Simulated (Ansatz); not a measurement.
Reaction (atomization): `[BH2][SnH2][CH3]` → B• + C• + 7 H• + Sn•

Computed with Ansatz on PBE0-D4/def2-TZVP structures; ΔE is electronic, products minus reactants. CBS: MP2 limit from def2 TZ/QZ plus the TZ coupled-cluster correction, frozen cores. This one scheme is used for every species, atoms too. DFT in def2-TZVPP. No spin–orbit coupling; open shells (•) take unrestricted orbitals. Spin–orbit coupling would lower the free atoms: a little for B, C; strongly for Sn. def2 core potentials past Kr. Bonds to Sn are less sure, by a few kJ/mol each and by 10 to 20 or more in all where they break to atoms, as the def2 sets lack core-valence functions.

`[BH2][SnH2][CH3]`:

Z-matrix (Å, degrees):
```
Sn
C 1 2.146
B 1 2.247 2 113.9
H 1 1.717 2 108.3 3 -121.9
H 1 1.716 2 108.4 3 123.2
H 2 1.090 1 110.3 3 179.1
H 2 1.090 1 110.0 3 -60.7
H 2 1.090 1 109.9 3 59.0
H 3 1.195 1 120.4 2 176.5
H 3 1.195 1 121.7 2 -3.8
```

```tsv
level	ΔE (kcal/mol)	difference from CCSD(T)/CBS
LDA (SPW92)	812.4	82.1
PBE-D4	727.6	-2.7
r2SCAN-D4	728.2	-2.1
r2SCANh-D4	726.3	-4.0
BHLYP-D4	719.2	-11.1
PBE-QIDH	722.6	-7.7
BHLYP	714.1	-16.2
HF/def2-SVP	556.1	-174.2
MP2/def2-SVP	685.6	-44.7
CCSD/def2-TZVPP	708.6	-21.7
CCSD(T)/CBS	730.3	0
```

Largest T1 diagnostic among the species: 0.014.

From r2SCAN to r2SCAN0 (25 % exact exchange), in def2-TZVPP and without D4, ΔE moves by −4.5 kcal/mol: exact exchange takes away binding that semilocal exchange gives to molecules. Leaving LDA and LC-ωPBE aside and taking each functional with its dispersion term where it has one, the values, not all of them listed here, spread over 21.6 kcal/mol, from revPBE-D4 to B97M-V. LDA lies +88.6 kcal/mol from PBE without D4, its usual overbinding. In def2-TZVPP, CCSD(T) changes the Hartree–Fock value by +161.4 kcal/mol (the triples alone add +6.9 kcal/mol) and MP2 by +155.1 kcal/mol; breaking electron pairs costs correlation energy, which Hartree–Fock lacks.

For atomizations the MP2-based limit and the directly extrapolated one differ by several kJ/mol either way, and by 10 to 25 for some Ge, Se and Sn compounds, so smaller differences from it don't rank the levels.
